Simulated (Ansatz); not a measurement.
A run for Ansatz (a program for electronic structure): R-r2SCAN/def2-TZVPPD on C3H8 (a complex). Files ending in .json are basis or fitting sets from the Basis Set Exchange.

Ansatz 0.2 input:
```yaml
crystal:
  periodic: [false, false, false]
  atoms:
    - {symbol: H, position_ang: [0.17127357, -0.04073139, 0.52810902]}
    - {symbol: H, position_ang: [0.20180037, -0.44200840, -0.09890561]}
    - {symbol: C, position_ang: [-0.46069649, 1.24271267, 3.26602448]}
    - {symbol: C, position_ang: [0.36902423, 0.24270324, 3.53531502]}
    - {symbol: C, position_ang: [0.00982848, -1.20821130, 3.49781972]}
    - {symbol: H, position_ang: [-1.49478354, 1.06259288, 2.99337619]}
    - {symbol: H, position_ang: [-0.13910675, 2.27532127, 3.30859666]}
    - {symbol: H, position_ang: [1.39712374, 0.47295065, 3.80295777]}
    - {symbol: H, position_ang: [0.18134505, -1.67954934, 4.46972267]}
    - {symbol: H, position_ang: [-1.03633724, -1.35345457, 3.22538446]}
    - {symbol: H, position_ang: [0.62952508, -1.74567844, 2.77416316]}
basis:
  gaussian:
    orbitals: def2-TZVPPD.json
hamiltonian:
  xc: {name: r2SCAN}
scf: {lower_state_search: off}
```

The log:

```
WARN ansatz: RAYON_NUM_THREADS=1 ignored (pool sized by the plan → 1); use --threads N
Functional definition: r2SCAN
these checks for a lower state are left out or cut short: stability, starts, cluster_reference, orbital_swaps, neighbouring_geometries, increment
integrals: 0.11 GiB planned
994 factors; their error is unknown
mean field: 1.15 GiB planned
mean field evaluation 1: about -3229.4967 eV, gradient 6.4e1 eV
mean field evaluation 2: about -3222.6511 eV, gradient 8.0e1 eV
mean field evaluation 4: about -3239.1876 eV, gradient 8.2e0 eV
mean field evaluation 8: about -3239.3609 eV, gradient 2.0e-1 eV
mean field evaluation 16: about -3239.3212 eV, gradient 1.4e-4 eV
mean field -3239.32122140 eV, -119.0428591955 hartree, gradient 6.0e-6 eV, S^2 0.000000; 0 other end points of the search recorded, 0 dependent functions left out
reference -3239.32123413 eV, -119.0428596636 hartree; 13, 13 occupied and 234, 234 virtual orbitals, 994 factors
Total energy: -3239.32123413 eV, -119.0428596636 hartree
Checks for a lower state left out: stability, starts, cluster_reference, orbital_swaps, neighbouring_geometries, increment
```

The calculation finished and met its thresholds.

Cost: around 5 core-seconds (rough).
